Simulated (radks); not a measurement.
Results of a calculation; reference values are marked as such.
Dipole-allowed excitations along the series with 48 electrons in [Kr] 4d10 5s2. Code: a radial shooting solver on a logarithmic mesh with Libxc functionals. Model: scalar-relativistic Kohn-Sham, LDA (Slater exchange, Perdew-Wang correlation), spin-unpolarised, spherical densities, finite nucleus; Fermi nuclear charge, rms radius of each element as measured or else 0.836 A^(1/3) + 0.57 fm. Time-dependent linear response with the Hartree and adiabatic LDA kernel, continuum included through the Sternheimer equations, no spin-orbit coupling, so fine structure and intercombination lines are absent. Lines are the poles of the dipole polarisability below minus the highest occupied eigenvalue, found on a grid refined at the orbital gaps; the lowest seven at most are given, and weak or close lines can be missed. The first line takes the name of the lowest orbital gap if no other gap lies below it; otherwise a line is named after a gap within 0.6 % of it, if that gap stands alone.

[
 {"species": "Ce10+", "-e(HOMO) (eV)": "168.86", "lowest orbital gap (eV)": "5s-5p 22.629", "first line (eV)": "26.409 (5s-5p)", "f": "1.53", "strongest line (eV)": "136.57 (unassigned)", "its f": "7.41", "static alpha (bohr^3)": "2.110"},
 {"species": "Pr11+", "-e(HOMO) (eV)": "192.62", "lowest orbital gap (eV)": "5s-5p 24.565", "first line (eV)": "28.557 (5s-5p)", "f": "1.52", "strongest line (eV)": "144.60 (unassigned)", "its f": "7.98", "static alpha (bohr^3)": "1.799"},
 {"species": "Nd12+", "-e(HOMO) (eV)": "217.67", "lowest orbital gap (eV)": "5s-5p 26.556", "first line (eV)": "30.758 (5s-5p)", "f": "1.52", "strongest line (eV)": "153.31 (unassigned)", "its f": "6.92", "static alpha (bohr^3)": "1.547"}
]
